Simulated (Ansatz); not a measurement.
MgP, multiplicity 4 (lowest of 2S+1 = 2, 4 at CCSD(T)/def2-TZVPP on PBE0 minima; our sources give no spin for the ground state, which may be another), most abundant isotopes (23.9850 and 30.9738 u). Constants from fifth-degree fits in 1/R to seven points on the lowest solution found; no spin–orbit coupling, no relativity up to Kr; ω_e x_e and α_e move by some per cent with the fit.

Correlated levels freeze the inner cores; with def2 sets outer-core shells near the valence are correlated too.

Codes used: Ansatz (a first-principles code). Each number belongs to the level named beside it.

```
level               r_e (Å)  ω_e (cm⁻¹)  ω_e x_e (cm⁻¹)  α_e (cm⁻¹)
------------------  -------  ----------  --------------  ----------
PBE/def2-TZVPP       2.5620       295.6            2.53     0.00188
CCSD(T)/def2-QZVPP   2.5322       302.4            3.00     0.00207
```

D_e from total energies of the atoms and the molecule: 0.90 eV at PBE/def2-TZVPP; 0.57 eV at CCSD(T)/def2-QZVPP.

Q: Derive the rotational constants, the centrifugal constant, the fundamental, the zero-point energy and the force constant, and test the Morse rule for the well depth.

A: 
μ = 13.51752 u.
- PBE/def2-TZVPP: B_e = 16.8576/(μ r_e²) = 0.19000 cm⁻¹; B₀ = B_e − α_e/2 = 0.18906 cm⁻¹; D = 4B_e³/ω_e² = 3.14e-07 cm⁻¹; fundamental ω_e − 2ω_e x_e = 291 cm⁻¹; zero-point energy ω_e/2 − ω_e x_e/4 = 147 cm⁻¹; k = μ(2πcω_e)² = 69.6 N/m; a Morse well would hold ω_e²/(4ω_e x_e) = 1.07 eV against the computed D_e of 0.90 eV
- CCSD(T)/def2-QZVPP: B_e = 16.8576/(μ r_e²) = 0.19449 cm⁻¹; B₀ = B_e − α_e/2 = 0.19345 cm⁻¹; D = 4B_e³/ω_e² = 3.22e-07 cm⁻¹; fundamental ω_e − 2ω_e x_e = 296 cm⁻¹; zero-point energy ω_e/2 − ω_e x_e/4 = 150 cm⁻¹; k = μ(2πcω_e)² = 72.8 N/m; a Morse well would hold ω_e²/(4ω_e x_e) = 0.95 eV against the computed D_e of 0.57 eV
